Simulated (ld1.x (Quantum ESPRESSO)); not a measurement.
**praseodymium (Pr): variants of one ultrasoft potential**

Base potential:

praseodymium, ultrasoft, made with ld1.x (Quantum ESPRESSO) 7.5 (PBE, scalar-relativistic). Core [Kr] 4d10, reference 4f2.5 5s2 5p6 5d0.5 6s2 6p0. Waves: 5s (bound): rcut 2.05, rcutus 2.50 bohr; 6s (bound): rcut 2.05, rcutus 2.50 bohr; 5p (bound): rcut 2.60, rcutus 2.75 bohr; 6p (bound, empty): rcut 2.60, rcutus 2.75 bohr; 5d (bound): rcut 2.20, rcutus 3.10 bohr; 5d channel at 0.4 Ry: rcut 2.20, rcutus 3.10 bohr; 4f (bound): rcut 1.30, rcutus 1.70 bohr; 4f channel at 1.4 Ry: rcut 1.30, rcutus 1.70 bohr. Local part: all-electron potential smoothed inside 1.95 bohr (lloc = -2). Core correction: none. Augmentation charge: PSQ, inside the norm-conserving radii.

Cutoffs, loose and tight: the cutoffs (Ry, on a coarse ladder) from which the occupation-weighted sum of valence levels, in a spherical-Bessel basis at the reference potential, stays within 10 and 1 mRy of its value at 400 Ry. They do not see the model core or the augmentation charge, which bear on the density cutoff. Test errors are all-electron minus pseudo excitation energies from the reference, over the configurations 4f3 5s2 5p6 5d0 6s2 6p0; 4f3 5s2 5p6 5d0 6s1 6p0; 4f3 5s2 5p6 5d0 6s0 6p0; 4f2 5s2 5p6 5d0 6s2 6p0; 4f1 5s2 5p6 5d0 6s0 6p0; 4f3 5s2 5p6 5d0 6s1.5 6p0; 4f2 5s2 5p6 5d0 6s0 6p0. A dash means not determined; rows that change the core or the reference have their own tests. The largest error is taken over the tests solved by every variant that gives reliable tests at all: 4f3 5s2 5p6 5d0 6s0 6p0; 4f3 5s2 5p6 5d0 6s1 6p0; 4f3 5s2 5p6 5d0 6s2 6p0.

Cutoffs are not given where the Bessel-basis levels miss the radial ones by over 6 mRy, ghosts where they miss by over 20 mRy; a channel whose overlap is not positive is not tested.

A file whose overlap is not positive is unfit for use, and its test errors describe a broken file.

| change | outcome | cutoff, loose | cutoff, tight | bound ghosts | largest test error (meV) |
| --- | --- | --- | --- | --- | --- |
| base | generated | 45 Ry | 70 Ry | none | -58 |
| waves 5s (bound): rcut 1.54, rcutus 1.64 bohr; 6s (bound): rcut 1.54, rcutus 1.64 bohr | generated | 45 Ry | 70 Ry | none | -69 |
| waves 5s (bound): rcut 1.92, rcutus 2.04 bohr; 6s (bound): rcut 1.92, rcutus 2.04 bohr | generated | 45 Ry | 70 Ry | none | -61 |
| waves 5s (bound): rcut 2.05, rcutus 2.42 bohr; 6s (bound): rcut 2.05, rcutus 2.42 bohr | generated, overlap not positive | – | – | not determined (overlap not positive) | +59 |
| waves 5s (bound): rcut 2.05, rcutus 2.88 bohr; 6s (bound): rcut 2.05, rcutus 2.88 bohr | generated | 45 Ry | 70 Ry | none | test run stopped at test 1 of 7 (negative rho) |
| waves 5s (bound): rcut 2.05, rcutus 3.22 bohr; 6s (bound): rcut 2.05, rcutus 3.22 bohr | generated | 45 Ry | 70 Ry | none | test run stopped at test 1 of 7 (negative rho) |
| waves 5s (bound): rcut 2.05, rcutus 3.78 bohr; 6s (bound): rcut 2.05, rcutus 3.78 bohr | generated | 45 Ry | 70 Ry | none | test run stopped at test 1 of 7 (negative rho) |

Reading the sweep of the s radius (base included, trends over the rows without a ghost): The loose cutoff stays near 45 Ry.
